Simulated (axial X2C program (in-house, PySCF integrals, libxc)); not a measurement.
## Nuclear properties of InP⁻

Computed with an in-house all-electron X2C program for linear molecules (integrals from PySCF): two-component X2C with atomic mean-field Coulomb and Gaunt terms, Gaussian nuclei, basis In dyall-acv3z, P dyall-av3z with contracted cores.

R = 2.451 Å (near the PBE0 minimum at charge -1 of the determinant lowest at the starting distance; the state shown can have its own minimum elsewhere).

Determinant lowest in the PBE0 search, Ω = 3/2 (⟨Sz⟩ = 0.50, ⟨Lz⟩ = 1.00 at PBE0), spin on the atoms In -0.02, P 0.52:

```csv
level,Eeff magnitude (GV/cm),Ws magnitude In (kHz),A∥/gI In (MHz),qzz In (a.u.),A∥/gI P (MHz),qzz P (a.u.)
PBE0,0.27,0.118,93.5,-5.22,81.8,-1.02
HF,1.06,0.381,221,-5.41,24.5,-1.27
LDA,0.169,0.0887,80.7,-4.85,103,-1.09
TPSSh,0.173,0.0806,102,-5.03,90.5,-1.03
PBE,0.225,0.104,94.2,-4.78,85.8,-1.05
```

Determinant 0.06 eV from it at PBE0 and this distance, Ω = 1/2 (⟨Sz⟩ = -0.47, ⟨Lz⟩ = 0.97 at PBE0), spin on the atoms In 0.01, P -0.48:

```
level  Eeff magnitude (GV/cm)  Ws magnitude In (kHz)  A∥/gI In (MHz)  qzz In (a.u.)  A∥/gI P (MHz)  qzz P (a.u.)
 PBE0                    1.28                   1.51             225          -5.27            604         -0.94
   HF                    8.94                   10.1           -51.9          -5.30            427         -0.98
  LDA                    4.18                   4.97             492          -1.25            253          1.13
TPSSh                   0.915                   1.09             250          -5.11            557         -0.96
  PBE                    1.12                   1.32             244          -4.69            623         -0.87
```

Eeff is the effective electric field on the electron electric dipole moment in this Ω state and Ws the scalar–pseudoscalar constant of the nucleus named (defined with the proton number Z and per Ω); A∥ (defined per Ω) follows by multiplying with gI = μI/(I μN); qzz is the electric field gradient, eQq0 = 234.96 MHz × Q/barn × qzz. The operators were transformed with the bare-nucleus X2C matrices; with these basis sets, hyperfine constants and field gradients can be off by tens of per cent, and where levels differ in sign neither size nor sign is settled.

With Q(115In) = 0.772 barn (Q from Pyykkö, Mol. Phys. 2018), turn the PBE0 values of the first state into constants in MHz.

eQq0(115In) = 234.96 × (0.772) × (-5.22) = -947 MHz.

Each state is one determinant with collinear spin. Unrestricted Hartree–Fock can overshoot spin polarisation at the nuclei. In the state Ω = 1/2 the sign of Eeff differs between levels (LDA against PBE0). For an anion, determinants above electron detachment, or with a positive highest level, are held by the basis set. Where Eeff spreads by more than a factor of two the levels disagree and none is to be relied on. The search compared states at one distance, so a state with another bond length can lie lower. The sign of Ws at In differs between levels in the second state. Further determinants of the search, some of them spin-mixed, are not shown. Where a field gradient or hyperfine factor spreads by more than a factor of two over the levels, a constant derived from it is not to be relied on. PBE0 term energies can be off by some tenths of an eV.
